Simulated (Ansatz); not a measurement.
Reaction (redistribution): `[SnH3][CH2][SnH3]` + `B[SiH](F)Cl` → `B[SiH](Cl)[SnH3]` + `F[CH2][SnH3]`

Program: Ansatz. Geometries: PBE0-D4/def2-TZVP. ΔE: electronic, gas phase. CCSD(T)/CBS adds triple-zeta CCSD(T) − MP2 to the extrapolated MP2 energy (def2 sets, frozen cores). DFT in def2-TZVPP. Elements past krypton have def2 core potentials. For Sn outer-core shells are correlated without core-valence functions, which leaves a few kJ/mol of doubt a bond.

| level | ΔE (kcal/mol) |
| --- | --- |
| BHLYP | 53.7 |
| CCSD/def2-TZVPP | 53.4 |

Problem. What does CCSD(T)/CBS give? (Estimate.)

Solution. Ansatz gave: +50.7 kcal/mol. The listed levels differ from it by 3.0, 2.7 kcal/mol.

Problem. What do rigid-rotor, harmonic-oscillator terms from PBE0-D4/def2-TZVP frequencies (298.15 K, 1 bar) make of the CCSD(T)/CBS value? (Estimate.)

Solution. Ansatz gave: ΔZPE = +0.6 kcal/mol, ΔH = +51.3 kcal/mol, ΔS = 2 J/(mol·K), ΔG = +51.1 kcal/mol. Modes under 50 cm⁻¹ make the entropy rough.

Largest T1 diagnostic among the species: 0.013.

At CCSD(T), def2-SVP lies −5.5 kcal/mol from the extrapolated value and def2-TZVPP −0.0 kcal/mol. From BLYP to BHLYP (50 % exact exchange), in def2-TZVPP and without D4, ΔE moves by +10.8 kcal/mol. Leaving LDA and LC-ωPBE aside and taking each functional with its dispersion term where it has one, the values, not all of them listed here, spread over 16.6 kcal/mol, from PBE-D4 to BHLYP-D4. LDA lies −3.7 kcal/mol from PBE without D4.
